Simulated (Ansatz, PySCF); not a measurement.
ClCs, charge -1, doublet, at the geometry of the source list (a state made from the parent by changing its charge; the spin is typed, not shown lowest) (core potentials on Cs) (in this run its highest filled SCF level lies above zero, so its values depend strongly on the basis, on diffuse functions most of all), atoms displaced at random by about 0.08 Å a coordinate. Base run: PBE/def2-TZVP, gradient (PySCF).

Input for PySCF:
```python
from pyscf import gto, scf, dft

mol = gto.M(
    atom='''
Cs   -0.98658150   -0.63595277   -0.84635874
Cl    0.97007811    0.91757938    0.94279300
''',
    basis='def2-tzvp',
    ecp={'Cs': 'def2-tzvp'},
    charge=-1,
    spin=1,
    verbose=4,
)

mf = dft.UKS(mol)
mf.xc = 'pbe'
mf.kernel()
g = mf.nuc_grad_method()
grad = g.kernel()
```

Programs used: Ansatz (a first-principles code), PySCF; a row that names a program was run with it.

The coordinate followed is z of atom 1.

Each row names what was changed in the base input (with any setting that the change needs).

```json
[
 {"change": "base", "dE/dx (Eh/bohr)": "0.000089", "net force (Eh/bohr)": "0.000429"},
 {"change": "finite difference step (bohr) = 0.2; conv_tol = 1e-11", "dE/dx (Eh/bohr)": "0.000099", "net force (Eh/bohr)": "-"},
 {"change": "finite difference step (bohr) = 1e-3; conv_tol = 1e-11", "dE/dx (Eh/bohr)": "0.000064", "net force (Eh/bohr)": "-"},
 {"change": "grids.level = 1; grid_response = off", "dE/dx (Eh/bohr)": "0.000088", "net force (Eh/bohr)": "0.001203"},
 {"change": "finite difference step (bohr) = 1e-4; conv_tol = 1e-11", "dE/dx (Eh/bohr)": "0.000064", "net force (Eh/bohr)": "-"},
 {"change": "finite difference step (bohr) = 0.01; conv_tol = 1e-11", "dE/dx (Eh/bohr)": "0.000064", "net force (Eh/bohr)": "-"},
 {"change": "code = ansatz", "dE/dx (Eh/bohr)": "0.000089", "net force (Eh/bohr)": "0.000000"},
 {"change": "grids.level = 5; grid_response = on", "dE/dx (Eh/bohr)": "0.000104", "net force (Eh/bohr)": "0.000000"},
 {"change": "grids.level = 0; grid_response = off", "dE/dx (Eh/bohr)": "0.000066", "net force (Eh/bohr)": "0.001158"},
 {"change": "finite difference step (bohr) = 0.05; conv_tol = 1e-11", "dE/dx (Eh/bohr)": "0.000067", "net force (Eh/bohr)": "-"},
 {"change": "density fitting = on; auxbasis_response = off", "dE/dx (Eh/bohr)": "0.000110", "net force (Eh/bohr)": "0.000331"},
 {"change": "grids.level = 0; grid_response = on", "dE/dx (Eh/bohr)": "-0.006704", "net force (Eh/bohr)": "0.000000"}
]
```

The net force is zero for an exact gradient.

Open shells are given as the SCF converged; they aren't shown to be the lowest states, and a large step between rows can be another state.
